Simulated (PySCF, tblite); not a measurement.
Isomers of C8H12N2, one GFN2-xTB conformer each. Single-point energies are computed at PBE0/pcSseg-1 (PySCF, gas phase, no added dispersion term), electronic only.

Question: Rank them by PBE0/pcSseg-1 energy, lowest first (kcal/mol).
A. `[CH2:1]=[CH:2][c:3]1[cH:4][n:5][n:6]([CH:7]([CH3:8])[CH3:9])[cH:10]1` with C1–C2–C3–C4 180°, N5–N6–C7–C8 61°
B. `c1cc(cnn1)C(C)(C)C`
C. `[NH2:1][CH2:2][CH2:3][NH:4][c:5]1[cH:6][cH:7][cH:8][cH:9][cH:10]1` with H–N1–C2–C3 -66° and 175°, N1–C2–C3–N4 -58°, C2–C3–N4–C5 176°, C3–N4–C5–C6 -166°
D. `[CH3:1][c:2]1[cH:3][cH:4][n:5][n:6]1[CH:7]1[CH2:8][CH2:9][CH2:10]1` with N5–N6–C7–C8 -60°, N6–C7–C8–C9 132°, C7–C8–C9–C10 -14°, C8–C9–C10–C7 14°, N6–C7–C10–C9 -132°
E. `[CH2:1]=[C:2]1[CH:3]=[CH:4][C:5]([CH2:6][NH2:7])=[C:8]1[CH2:9][NH2:10]` with C4–C5–C6–N7 106°, C5–C6–N7–H -61° and 180°, C5–C8–C9–N10 70°, C8–C9–N10–H -57° and 59°

Answer: C (0.0), A (18.5), D (20.2), B (22.3), E (37.0).

As drawn, the lowest has an aromatic ring, which the highest lacks; the highest has a C=C bond outside aromatic rings, which the lowest lacks. Neighbours under 2.5 kcal/mol apart (C=Cc1cnn(C(C)C)c1 and Cc1ccnn1C1CCC1; Cc1ccnn1C1CCC1 and CC(C)(C)c1ccnnc1) can change places with a better method, another conformer or zero-point energy. GFN2-xTB itself gives, in the same order: 11.3, 10.0, 0.0, 14.1, 49.1. GFN2-xTB puts Cc1ccnn1C1CCC1 lowest instead; measured from each level's own lowest isomer, the values differ by up to 20.2 kcal/mol (Cc1ccnn1C1CCC1: 0.0 against 20.2).

Question: Which frontier levels, dipoles and rotational constants go with these structures?

Answer: 
```
           SMILES  HOMO (eV, PBE0/pcSseg-1)  LUMO (eV)  dipole (D)       A, B, C (MHz)
     NCCNc1ccccc1                     -5.48       0.22        3.55  3912, 644.0, 569.8
C=Cc1cnn(C(C)C)c1                     -6.21      -0.36        2.15  3379, 730.5, 689.1
   Cc1ccnn1C1CCC1                     -6.72       0.60        2.46   2638, 1008, 825.7
 CC(C)(C)c1ccnnc1                     -6.49      -1.15        4.91  2670, 968.6, 842.0
C=C1C=CC(CN)=C1CN                     -5.78      -1.91        2.28   1853, 1229, 809.7
```

Question: What happens when harmonic zero-point energies from GFN2-xTB frequencies are added?

Answer: 
```
           SMILES  ZPE (kcal/mol)  electronic (kcal/mol)  with ZPE (kcal/mol)
     NCCNc1ccccc1           116.6                    0.0                  0.0
C=Cc1cnn(C(C)C)c1           115.7                   18.5                 17.6
   Cc1ccnn1C1CCC1           117.5                   20.2                 21.1
 CC(C)(C)c1ccnnc1           116.0                   22.3                 21.8
C=C1C=CC(CN)=C1CN           115.7                   37.0                 36.2
```

The zero-point energies span 1.8 kcal/mol. The order is unchanged.
